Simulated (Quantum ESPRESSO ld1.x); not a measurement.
Question: Species: Hg0.6+. Configuration: [Xe] 4f14 5d9.4 6s2 (fractional occupations, a model configuration). Calculated with ld1.x of Quantum ESPRESSO 7.5: Dirac Kohn-Sham, PBE, spin-unpolarised, spherical densities, point nucleus; open shells are shared between the two j in proportion to 2j + 1. Some entries of the table are withheld. Estimate them.

orbital  occ.  eigenvalue (Ry)  r(max) (bohr)
1s1/2       2       -6104.4772          0.010
2s1/2       2       -1081.4401          0.059
2p1/2       2              (1)          0.044
2p3/2       4              (2)          0.051
3s1/2       2        -257.0150            (3)
3p1/2       2        -237.2267          0.155
3p3/2       4        -205.5107          0.171
3d3/2       4        -172.8382          0.134
3d5/2       6        -166.0443          0.137
4s1/2       2         -56.9347          0.378
4p1/2       2         -48.4574            (4)
4p3/2       4         -40.7995            (5)
4d3/2       4         -26.9690          0.396
4d5/2       6         -25.5417          0.406
5s1/2       2          -9.2048          0.827
4f5/2       6          -7.7460          0.366
4f7/2       8          -7.4378          0.369
5p1/2       2          -6.4073          0.875
5p3/2       4          -5.0588          0.955
5d3/2    3.76          -1.3072           1.14
5d5/2    5.64          -1.1665           1.18
6s1/2       2          -0.8912           2.14

Answer: 
(1) 2p1/2 eigenvalue (Ry): -1037.4034
(2) 2p3/2 eigenvalue (Ry): -894.2223
(3) 3s1/2 r(max) (bohr): 0.167
(4) 4p1/2 r(max) (bohr): 0.375
(5) 4p3/2 r(max) (bohr): 0.406
